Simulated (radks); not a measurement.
Values are calculated unless marked as measured or tabulated.
All-electron atom: the tantalum ion Ta35+ in [Kr] 4d2 (the NIST ground configuration).

Code: a radial shooting solver on a logarithmic mesh with Libxc functionals. Model: non-relativistic Kohn-Sham, TPSS, spin-polarised, spherical densities, point nucleus; open shells are filled with parallel spins first (spin-orbit coupling, left out, can overturn this in heavy ions); meta-GGA in the generalised Kohn-Sham scheme; relativity is left out, which matters for an element this heavy.

Energy parts (Ry):
total: -28208.6267
kinetic: 28204.4057
electron-nucleus: -62727.7013
Hartree: 6799.1066
exchange-correlation: -484.4377

Orbitals (lengths in bohr, moments of r in powers of bohr; r(max) is where P^2 peaks):
orbital  occ.  eigenvalue (Ry)   r(max)      <r^2>
1s down     1        -4664.129  0.01377  0.0005753
1s up       1        -4664.128  0.01377  0.0005753
2s up       1        -853.7332  0.07500   0.009009
2s down     1        -853.5674  0.07499   0.009008
2p up       3        -822.1058  0.05828   0.006669
2p down     3        -821.9823  0.05827   0.006668
3s up       1        -273.4969   0.2051    0.05526
3s down     1        -273.4385   0.2051    0.05521
3p up       3        -259.1739   0.1933    0.05105
3p down     3        -259.0999   0.1933    0.05101
3d up       5        -232.9165   0.1526    0.03957
3d down     5        -232.7761   0.1527    0.03956
4s up       1        -124.2421   0.4353     0.2208
4s down     1        -123.7900   0.4353     0.2212
4p up       3        -118.0130   0.4318     0.2201
4p down     3        -117.5589   0.4318     0.2206
4d up       2        -107.0027   0.4164     0.2128
4d down     0        -106.5458   0.4163     0.2133

The highest occupied level is 4d up at -1455.8 eV. The density falls to 0.001 e/bohr^3 at r = 1.13 bohr. The spin density at the nucleus is -2.250 e/bohr^3 (1s -0.025, 2s -3.379, 3s -1.715, 4s 2.870).
